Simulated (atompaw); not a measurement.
**An all-electron radial function and its pseudo partner (gallium (Ga))**

Columns: radius, all-electron u(r) and pseudo u(r) of the 4p shell (level -2.58 eV) of gallium in the configuration [Ar] 3d10 4s2 4p1; PBE, scalar-relativistic, PAW (atompaw) scheme, atompaw 4.2.0.5.

```csv
r (bohr),all-electron,pseudo
0.110,0.1227,0.0039
0.219,0.0218,0.0152
0.329,-0.1246,0.0339
0.438,-0.1988,0.0589
0.548,-0.1987,0.0898
0.658,-0.1496,0.1255
0.767,-0.0765,0.1645
0.877,0.0064,0.2062
0.987,0.0890,0.2492
1.096,0.1660,0.2917
1.206,0.2365,0.3335
1.315,0.2982,0.3728
1.425,0.3524,0.4095
1.535,0.3987,0.4427
1.644,0.4375,0.4715
1.754,0.4700,0.4963
1.863,0.4963,0.5166
1.973,0.5174,0.5328
2.083,0.5337,0.5450
2.192,0.5456,0.5535
2.302,0.5537,0.5589
2.412,0.5584,0.5615
2.521,0.5602,0.5617
2.631,0.5594,0.5599
2.740,0.5563,0.5564
2.850,0.5513,0.5513
```

(1) How many radial nodes do the two functions have?

(2) Where does each function peak?

(3) Is the pseudo-wave norm-conserving?

Answers

(1) The all-electron 4p function has n − l − 1 = 2; the pseudo-wave has 0, since the states of the same l below it are removed with the core.

(2) Outermost all-electron maximum near 2.52 bohr, pseudo maximum near 2.52 bohr (to the table’s step).

(3) No, it belongs to a PAW set: the norm inside the radius is not constrained, and the difference is carried by the augmentation charge.
